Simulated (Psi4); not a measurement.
How methods differ on GaN2H5O (SMILES [NH2][Ga]([NH2])[OH])

GaN2H5O has 9 atoms, charge 0, and is taken as a singlet. SMILES: `[NH2][Ga]([NH2])[OH]`. The shape was relaxed beforehand at PBE0/def2-TZVP.

```xyz
9

N     0.0162    1.5736   -0.9230
Ga    0.1973    0.0385    0.0266
N    -1.1917   -1.0694    0.4255
O     1.8604   -0.3358    0.5673
H     0.7593    2.2525   -0.8940
H    -0.8790    2.0243   -1.0111
H    -1.0219   -2.0224    0.7017
H    -2.0597   -0.9986   -0.0795
H     1.9474   -1.1679    1.0343
```

Quantity: the dipole moment, in D. The values are calculated.

```
                                 level                    kind  program  value (D)
   PBE-D4/def2-TZVPP (density fitting)                     GGA     Psi4       1.75
r2SCAN-D4/def2-TZVPP (density fitting)                meta-GGA     Psi4       1.79
 B3LYP-D4/def2-TZVPP (density fitting)           global hybrid     Psi4       1.82
  PBE0-D4/def2-TZVPP (density fitting)           global hybrid     Psi4       1.82
  wB97M-V/def2-TZVPP (density fitting)  range-separated hybrid     Psi4       1.82
```

All-electron rows without a relativistic Hamiltonian named are non-relativistic. The values span 1.75 to 1.82 D. Magnitudes only.
